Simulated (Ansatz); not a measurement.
The cluster Ga3N3⁻, relaxed as a doublet with UKS PBE-D4/def2-SVPD in Ansatz, starting from the GFN2-xTB geometry. Force threshold 0.02 eV/Å.

The highest occupied level of the charge -1 doublet lies above zero (up to 0.80 eV). It is a level of α spin, whose loss leaves a singlet; that state wasn't run at this geometry and level. The electron is either unbound and held by the finite basis, or the level is raised by self-interaction error. The relaxation made no stability test and no search for a lower SCF solution. The structure comes from a short search, and lower isomers may exist.

Start:

| atom | x (Å) | y (Å) | z (Å) |
| --- | --- | --- | --- |
| Ga1 | -0.702 | 1.181 | 1.397 |
| Ga2 | -0.878 | -0.071 | -1.654 |
| Ga3 | 0.646 | -1.671 | 0.798 |
| N4 | 0.905 | 0.668 | -1.143 |
| N5 | 0.889 | 0.411 | 0.085 |
| N6 | -0.860 | -0.518 | 0.517 |

```
         step   energy (eV)  largest force component (eV/Å)  SCF passes
            1  -161552.8991                           2.390          25
            2  -161553.1798                           1.844          33
            3  -161553.3148                           6.243          36
            4  -161553.9254                           1.480          40
            5  -161554.3536                           1.118          61
            6  -161554.6877                           0.553          42
            7  -161554.7592                           2.431          35
            8  -161554.9684                           0.882          36
            9  -161555.0350                           1.070          31
           10  -161555.1029                           0.620          33
           11  -161555.1453                           0.378          33
12 (rejected)  -161555.1433                           0.220          25
           13  -161555.1489                           0.037          24
14 (rejected)  -161555.1486                           0.361          24
           15  -161555.1495                           0.047          23
16 (rejected)  -161555.1492                           0.041          23
           17  -161555.1497                           0.016          24
           18  -161555.1498                           0.048          25
19 (rejected)  -161555.1498                           0.065          25
           20  -161555.1498                           0.005          23
           21  -161555.1499                           0.014          24
           22  -161555.1499                           0.012          23
```

Force components are those of the run's own axes.

End:

Cartesian coordinates in Å:
```
Ga -0.860 0.903 1.194
Ga -1.919 -0.463 -1.354
Ga 0.061 -2.035 1.294
N 1.568 1.482 -1.102
N 2.185 0.995 -0.299
N -1.035 -0.883 0.267
```

Bonds lost: Ga1–N5, Ga2–N4, Ga3–N5 (atoms count from 1). The end holds 2 separate pieces.

The force fell under the threshold at step 17, but the optimiser went on. No frequencies were taken in this run, so the end may be a saddle point.

It took 75 s on 4 threads of Arm Neoverse V2 on a shared host.
